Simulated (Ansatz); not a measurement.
Species: C3H2N3 (charge -1, singlet). It need not be the lowest isomer of its formula. Whether it binds its extra electron was not tested at this geometry. 
Geometry from a B3LYP-D3(BJ)/def2-TZVP (Ansatz, a program for electronic structure) optimisation:
```xyz
8

C     -0.0079     1.4568    -0.1906
N     -1.1790     0.6970    -0.1767
C     -1.1002    -0.6073    -0.0009
N      0.0072    -1.3381     0.1750
C      1.1065    -0.5750     0.1556
N      1.1713     0.7315    -0.0101
H     -2.0397    -1.1701     0.0041
H      2.0520    -1.1100     0.2942
```
Charge -1, spin multiplicity 1.

Basis-set convergence of Hartree-Fock and MP2 correlation energies (hartree) with Ansatz. Cores are frozen in the correlated levels unless marked. Spin-orbit coupling is left out. Non-relativistic. This anion needs diffuse functions, which these sets lack.

```json
[
 {"basis": "cc-pVDZ", "functions": "94", "E(HF)": "-278.06577", "E(corr, MP2)": "-0.85254"},
 {"basis": "cc-pVTZ", "functions": "208", "E(HF)": "-278.14092", "E(corr, MP2)": "-1.04960"},
 {"basis": "cc-pVQZ", "functions": "390", "E(HF)": "-278.16283", "E(corr, MP2)": "-1.12136"},
 {"basis": "cc-pV5Z", "functions": "656", "E(HF)": "?", "E(corr, MP2)": "?"}
]
```

Q: Fill in the missing entries.

A: 
- cc-pV5Z, E(HF): -278.16871
- cc-pV5Z, E(corr, MP2): -1.15049
